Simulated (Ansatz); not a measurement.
```yaml
crystal:
  periodic: [false, false, false]
  atoms:
    - {symbol: C, position_ang: [-0.857977, -1.279944, 0.974528]}
    - {symbol: Si, position_ang: [0.610939, -0.620886, 0.044089]}
    - {symbol: F, position_ang: [1.925761, -0.660663, 0.754221]}
    - {symbol: Cl, position_ang: [0.739295, -1.782982, -1.752469]}
    - {symbol: Ge, position_ang: [0.308277, 1.664583, -0.744683]}
    - {symbol: H, position_ang: [-0.852770, -0.755058, 1.721540]}
    - {symbol: H, position_ang: [-0.552257, -2.275418, 1.296374]}
    - {symbol: H, position_ang: [-1.725211, -1.225108, 0.470426]}
    - {symbol: H, position_ang: [0.203844, 2.617120, 0.517069]}
    - {symbol: H, position_ang: [1.552461, 2.059181, -1.689963]}
    - {symbol: H, position_ang: [-0.958261, 1.964547, -1.535245]}
basis:
  gaussian: {orbitals: def2-TZVP}
magnetization: {spin_polarized: true, initial_magnetization: 2}
hamiltonian: {xc: {name: HF}}
correlation: {method: mp2, frozen_orbitals: {C: 0}}
output: {forces: true}
```

```sh
$ ansatz run in.yaml --threads 4 --pin off --events-out ev --progress --plain --max-ram 11315MiB
```

Output, abridged:

```
Functional definition: HF
  name "HF"
  cite "Fock, Z. Phys. 61, 126 (1930) doi:10.1007/BF01340294"
  parent pbe
  exchange = exact_x
  correlation = 0
Error: "frozen_orbitals" has no count for Si
```

**Question.** Something in this input is off. What?

**Answer.** Frozen orbitals are typed for one element alone, and the program wants a count for each. The program refused the input.
